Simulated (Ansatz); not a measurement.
System: SnNH2Cl, charge 0, singlet. SnNH2Cl (SMILES [Cl][Sn][NH2]).
B3LYP-D3(BJ)/def2-TZVP minimum from Ansatz (a program for electronic structure):
```
N
H 1 1.0096
H 1 1.0105 2 112.06
Sn 1 2.0212 2 124.87 3 -180.00
Cl 4 2.4128 1 93.41 2 180.00
```
Charge 0, spin multiplicity 1.

Wanted: atomisation energy (electronic, to ground-state atoms), in kcal/mol. Open shells are spin-unrestricted; no spin-orbit coupling. Cores are frozen in correlated methods (noble-gas shells, and filled d and f shells in the p block). Past Kr the def2 sets carry scalar-relativistic core potentials. CBS(X,Y): correlation extrapolated as X^-3, Hartree-Fock from the larger set. A bracket is a step between two methods taken in the basis named. For partners of very few electrons the exact lower level stands in for a higher one. Spin-orbit terms, left out, reach several kcal/mol for Br and I, and more for heavier atoms.

CCSD(T)/CBS(def2-TZVPP,def2-QZVPP) + [CCSDT(Q) - CCSD(T)]/def2-SVP (Ansatz) gives 358.1 kcal/mol.

How far off this value is PBE/def2-TZVPD (Ansatz), in which direction, and how far these levels: r2SCAN/def2-TZVPD, B3LYP/def2-TZVPD, PBE0/def2-TZVPD, wB97M-V/def2-TZVPD, CCSD(T)/CBS(def2-TZVPP,def2-QZVPP)?

PBE gives 365.6 kcal/mol, 7.5 kcal/mol above it. Differences of the others: r2SCAN/def2-TZVPD (Ansatz) -2.8; B3LYP/def2-TZVPD (Ansatz) -3.6; PBE0/def2-TZVPD (Ansatz) -5.5; wB97M-V/def2-TZVPD (Ansatz) -0.5; CCSD(T)/CBS(def2-TZVPP,def2-QZVPP) (Ansatz) -0.8 kcal/mol.
